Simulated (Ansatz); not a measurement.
A series at Sn: from `[F][Sn]([F])([F])[Cl]`, ligands are replaced one by one, each step taking up HCl and setting free H–F; n counts the steps. Ansatz, PBE0-D4/def2-TZVP geometries.

CBS adds triple-zeta CCSD(T) − MP2 to the MP2 limit, frozen cores; atoms without spin–orbit coupling. Elements past krypton have def2 core potentials. Outer-core shells of Sn are correlated without core-valence functions. Spin–orbit coupling is left out.

```json
{"n": "0", "molecule": "`[F][Sn]([F])([F])[Cl]`", "atomization energy, CCSD(T)/CBS (kJ/mol)": "1654.9"}
{"n": "1", "molecule": "`[F][Sn]([F])([Cl])[Cl]`", "atomization energy, CCSD(T)/CBS (kJ/mol)": "1551.9"}
{"n": "2", "molecule": "`[F][Sn]([Cl])([Cl])[Cl]`", "atomization energy, CCSD(T)/CBS (kJ/mol)": "1446.8"}
{"n": "3", "molecule": "`[Cl][Sn]([Cl])([Cl])[Cl]`", "atomization energy, CCSD(T)/CBS (kJ/mol)": "?"}
```

**Question.** By hand: fit a straight line y = ȳ + b (n − n̄) to the 3 given rows and predict n = 3.

**Answer.** n̄ = 1.000, ȳ = 1551.20; Σ(n − n̄)(y − ȳ) = -208.10, Σ(n − n̄)² = 2.000, so b = -104.05 kJ/mol a step. Prediction: 1551.20 + (-104.05) × (2.000) = 1343.1 kJ/mol.

**Question.** By hand: compare with the computed value, 1340.4 kJ/mol, and give the steps along the whole series.

**Answer.** The line misses by -2.7 kJ/mol (computed minus predicted). Steps: -103.0, -105.1, -106.4 kJ/mol.

The steps differ by at most 3.4 kJ/mol, 3.2 % of a mean step, so the ligands' effects nearly add and a line is close. The miss is 0.9 % of the series' range. The energies themselves are unsure by some kJ/mol a bond, though much of that is common to the series.
